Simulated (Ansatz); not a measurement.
BiBr3 (SMILES [Br][Bi]([Br])[Br]), singlet, geometry from GFN2-xTB (such geometries of metal compounds can be far from the true shape) (core potentials on Bi). Base run: B3LYP/def2-SVP (Ansatz, a quantum-chemistry and plane-wave program).

Here is a job for Ansatz.
Ansatz 0.2 input:
```yaml
crystal:
  periodic: [false, false, false]
  atoms:
    - {symbol: Bi, position_ang: [0.00161438, 0.00205729, 0.76455345]}
    - {symbol: Br, position_ang: [-1.68714961, -1.43917361, -0.59693332]}
    - {symbol: Br, position_ang: [-0.40330196, 2.17716175, -0.60937517]}
    - {symbol: Br, position_ang: [2.08662318, -0.74286685, -0.60677541]}
basis:
  gaussian:
    orbitals: def2-SVP
hamiltonian:
  xc: b3lyp
```

The base run was repeated with changes; each row names its change, and settings that it needs were set with it.

```
change                                                                         basis functions        E (Eh)
-----------------------------------------------------------------------------  ---------------  ------------
base                                                                                       122   -7936.45007
basis = jorge-DZP-DKH; relativity = none                                                   192  -24452.34784
basis = x2c-SVPall; relativity = spin-free X2C                                             158  -29356.77218
basis = Sapporo-DKH3-DZP-2012; relativity = spin-free X2C; nucleus = Gaussian              202  -29352.93335
basis = x2c-SVPall; relativity = none                                                      158  -24817.26647
basis = Sapporo-DKH3-DZP-2012; relativity = spin-free X2C                                  202  -29356.91998
basis = jorge-DZP-DKH; relativity = spin-free X2C                                          192  -29172.48848
basis = x2c-SVPall; relativity = spin-free X2C; nucleus = Gaussian                         158  -29352.05839
basis = jorge-DZP-DKH; relativity = spin-free X2C; nucleus = Gaussian                      192  -29168.65461
basis = Sapporo-DKH3-DZP-2012; relativity = none                                           202  -24795.14128
```

Absolute energies of different levels of theory aren't comparable as measures of quality.

Ansatz warned in this series: the basis is contracted for relativity, which the run leaves out.

Basis sets contracted for a relativistic Hamiltonian are a mismatch without it, so the rows without relativity aren't non-relativistic limits. No row has spin-orbit coupling; sets with core potentials leave out the core electrons.
